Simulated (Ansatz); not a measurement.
Calculated with Ansatz (gas phase, PBE0-D4/def2-TZVP geometries, no zero-point term in ΔE). CBS: MP2 limit from def2 TZ/QZ plus the TZ coupled-cluster correction, frozen cores. Functionals use def2-TZVPP. B3LYP here is the variant with VWN-RPA as its local correlation; programs differ in this. HSE06 is defined as in plane-wave codes. For Zn outer-core shells are correlated without core-valence functions, which leaves a few kJ/mol of doubt a bond. Scalar relativity is left out up to krypton. One conformer a species, not always the lowest.

Reaction (cleavage of the Si–Zn bond): `[NH2][Zn][SiH2]F` + `BCS` → `BCS[SiH2]F` + `[NH2][ZnH]`

```csv
level,ΔE (kcal/mol),difference from CCSD(T)/CBS
LDA (SPW92),-12.3,0.8
PBE-D4,-11.7,1.4
revPBE-D4,-12.7,0.4
BLYP-D4,-12.3,0.8
r2SCAN-D4,-13.6,-0.5
B97M-V,-14.6,-1.5
PBE0-D4,-12.5,0.6
B3LYP-D4,-12.8,0.3
r2SCANh-D4,-13.7,-0.6
r2SCAN0-D4,-13.8,-0.7
HSE06-D4,-12.5,0.6
BHLYP-D4,-13.5,-0.4
CAM-B3LYP-D4,-13.0,0.1
ωB97X-V,-13.1,0.0
ωB97M-V,-13.4,-0.3
B2PLYP,-12.8,0.3
PBE,-10.7,2.4
revPBE,-10.1,3.0
BLYP,-10.1,3.0
r2SCAN,-13.4,-0.3
PBE0,-11.6,1.5
B3LYP,-11.1,2.0
r2SCANh,-13.4,-0.3
r2SCAN0,-13.5,-0.4
HSE06,-11.6,1.5
BHLYP,-12.2,0.9
RPA@PBE/def2-TZVPP,-13.3,-0.2
HF/def2-SVP,-11.4,1.7
MP2/def2-SVP,-13.4,-0.3
CCSD/def2-SVP,-11.2,1.9
CCSD(T)/def2-SVP,-11.5,1.6
MP2/def2-TZVPP,-15.5,-2.4
SCS-MP2/def2-TZVPP,-14.7,-1.6
CCSD/def2-TZVPP,-13.2,-0.1
CCSD(T)/def2-TZVPP,-13.6,-0.5
HF/def2-QZVPP,-13.1,0.0
SCS-MP2/def2-QZVPP,-14.4,-1.3
HF/CBS(def2),-13.1,0.0
MP2/CBS(def2),-15.0,-1.9
CCSD/CBS(def2),-12.7,0.4
CCSD(T)/CBS,-13.1,0
```

**Question.** What do rigid-rotor, harmonic-oscillator terms from PBE0-D4/def2-TZVP frequencies (298.15 K, 1 bar) make of the CCSD(T)/CBS value? (Estimate.)

**Answer.** The calculation gave: ΔZPE = -0.2 kcal/mol, ΔH = -13.8 kcal/mol, ΔS = -28 J/(mol·K), ΔG = -11.8 kcal/mol. Modes under 50 cm⁻¹ make the entropy rough.

Largest T1 diagnostic among the species: 0.016.

The D4 term adds −1.7 kcal/mol with B3LYP and −0.9 kcal/mol with PBE0; it sums over pairs of atoms, weighted by their polarisabilities, and B3LYP, whose exchange is more repulsive, gets the larger term. From PBE to PBE0 (25 % exact exchange), in def2-TZVPP and without D4, ΔE moves by −0.9 kcal/mol.

CCSD(T)/CBS has its own doubt, a few kJ/mol and more with outer-core shells, so smaller differences from it don't rank the levels.
